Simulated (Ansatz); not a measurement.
`[Cl][Sb]([Cl])[Cl]` + CH₃OH → `C[O][Sb]([Cl])[Cl]` + HCl at 400 K and 1 bar (ligand exchange at the Sb–Cl bond).

Calculated with Ansatz (gas phase, PBE0-D4/def2-TZVP geometries, no zero-point term in ΔE). CCSD(T)/CBS adds triple-zeta CCSD(T) − MP2 to the extrapolated MP2 energy (def2 sets, frozen cores). This one scheme is used for every species. def2 core potentials past Kr. For Sb outer-core shells are correlated without core-valence functions, which leaves a few kJ/mol of doubt a bond. One conformer a species, not always the lowest.

| species | CCSD(T)/CBS energy (Eh) | H − E (kJ/mol) | S (J/(mol·K)) |
| --- | --- | --- | --- |
| `[Cl][Sb]([Cl])[Cl]` | -1619.46986 | 34.9 | 362.2 |
| CH₃OH | -115.61712 | 151.2 | 252.6 |
| `C[O][Sb]([Cl])[Cl]` | -1274.69426 | 149.5 | 412.4 |
| HCl | -460.38127 | 29.6 | 195.4 |

H − E and S are ideal-gas, rigid-rotor, harmonic terms from PBE0-D4/def2-TZVP, for one conformer and one mirror image of each species. 1 Eh = 2625.50 kJ/mol, R = 8.31446 J/(mol·K).

**Question.** By hand: ΔE, ΔH, ΔS and ΔG.

**Answer.** ΔE = (-1274.69426) + (-460.38127) − (-1619.46986) − (-115.61712) = 0.01145 Eh = 30.1 kJ/mol. Δ(H − E) = 149.5 + 29.6 − 34.9 − 151.2 = -7.0, so ΔH = 23.1 kJ/mol. ΔS = 412.4 + 195.4 − 362.2 − 252.6 = -7.0 J/(mol·K). ΔG = 23.1 − 400 × (-7.0)/1000 = 25.9 kJ/mol.

**Question.** By hand: the equilibrium constant, and the temperature at which ΔG would vanish if ΔH and ΔS stayed fixed.

**Answer.** log₁₀ K = −ΔG/(RT ln 10) = -3.4. ΔH and −TΔS have one sign here, so there is no such temperature.

The number of gas molecules stays the same, so ΔS is small and ΔH decides. A doubt of 5 kJ/mol in ΔE shifts log₁₀ K by 0.7 here. Other conformers and mirror images would add mixing entropy, several J/(mol·K) or more a flexible species. These are equilibria of isolated gas molecules and say nothing of rates. Largest T1 diagnostic: 0.013 (customary marks: 0.02 for closed shells, 0.045 for open ones).

ΔS is within the doubt of such terms, so its sign, and with it that verdict, could turn.
